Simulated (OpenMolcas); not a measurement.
A calculation on O+.

| Property | Result |
| --- | --- |
| Program | OpenMolcas 26.06 |
| Method | CASSCF |
| Basis | ANO-RCC-VQZP [5s4p3d2f1g] |
| Scalar Hamiltonian | DKH2, point nucleus |
| Active space | 5 electrons in 8 orbitals (2s 2p 3s 3p) |
| State averaging | 2S+1 = 4 odd, 1 root; 2S+1 = 2 odd, 8 roots; 2S+1 = 4 even, 3 roots; 2S+1 = 2 even, 9 roots |
| Spin-orbit coupling | RASSI with atomic mean-field integrals over the reference wave functions, term energies averaged over their components |

(1) Which level of the active space comes out lowest?

(2) How high does 2s2 2p3 2D* 5/2 lie?

(3) How high does 2s 2p4 4P 3/2 lie?

(4) How high does 2s 2p4 4P 5/2 lie?

Measured values: NIST Handbook of Basic Atomic Spectroscopic Data.

## Answers

(1) 2s2 2p3 4S* 3/2, with 100 % of that term; it is also the measured ground level.

(2) 30300 cm-1 above the lowest level; measured 26811 cm-1 above the ground level, so the calculation is off by +13 %.

(3) 120725 cm-1 above the lowest level; measured 120000 cm-1 above the ground level, so the calculation is off by +1 %.

(4) 120590 cm-1 above the lowest level; measured 119837 cm-1 above the ground level, so the calculation is off by +1 %.

Without dynamic correlation excited terms often stand tens of per cent too high (terms of higher spin than the ground term too low), and those without a measured partner can miss by more than the paired ones. The run also gave levels led by 2s2 2p2 3s, which use shells meant for correlation; these and all levels above them are left out. Measured partners are found by configuration, term and J. A level has none where our copy of the source lacks it or the pairing is in doubt (some pairs that miss far off the trend of their configuration count as doubtful), and it then counts in no deviation. Levels of configurations outside the active space are missing.

* marks odd parity.
